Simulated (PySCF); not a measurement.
# Assignment exercise: C$_{8}$H$_{9}$N

Mapped SMILES: `[cH:1]1[cH:2][cH:3][c:4]([N:5]2[CH2:6][CH2:7]2)[cH:8][cH:9]1`. Each H is labelled by its parent atom.

- GIAO PBE0/pcSseg-1 shieldings
- coordinates at the GFN2-xTB level
- run in PySCF 2.14.0 with density-fitted response routines
- no solvent, equivalent nuclei averaged, a single conformation, non-relativistic Hamiltonian

References, each an isolated molecule treated in the same way: $^{13}$C (σ = 186.93 ppm), $^{1}$H (σ = 31.72 ppm) against TMS.

(1) Assign these signals to the numbered atoms. $^{13}$C{$^{1}$H} NMR (computed): δ 158.7 (C), 134.5 (CH), 125.4 (CH), 123.6 (CH), 27.3 (CH2).

(2) Assign these signals to the numbered atoms. $^{1}$H NMR (400 MHz, computed): δ 7.50 (m, 2H), 7.10 (t, 1H), 7.09 (d, 2H), 1.96 (s, 4H).

Answers

(1) 
158.7 → C4, aromatic carbon bearing nitrogen: an ipso carbon deshielded by its heteroatom
134.5 → C2/C9, aromatic CH: the aromatic region
125.4 → C1, aromatic CH
123.6 → C3/C8, aromatic CH
27.3 → C6/C7, aziridine ring carbon: the inductive effect lowers its shielding

C1 and C3/C8 lie closer than the usual error of such a calculation, so a measured spectrum could show them in the other order.

(2) 
7.50 → H(C2)/H(C9), hydrogen on an aromatic CH: aromatic region
7.10 → H(C1), hydrogen on an aromatic CH
7.09 → H(C3)/H(C8), hydrogen on an aromatic CH
1.96 → H(C6)/H(C7), hydrogen on an aziridine ring carbon

H(C1) and H(C3)/H(C8) lie closer than the usual error of such a calculation, so a measured spectrum could show them in the other order.

Shifts are as computed. Against solution values, carbons near 30 ppm lie about +3 ppm off and those near 130 ppm about +5 ppm. Of 1211 compounds with measured shifts, 218 miss one by over three times the rms of a fit or turn the order of signals round; such compounds aren't used in these exercises. Multiplicities follow the n + 1 count of equivalent neighbours, as no J values were calculated; m marks all less simple cases, F and P coupling included.
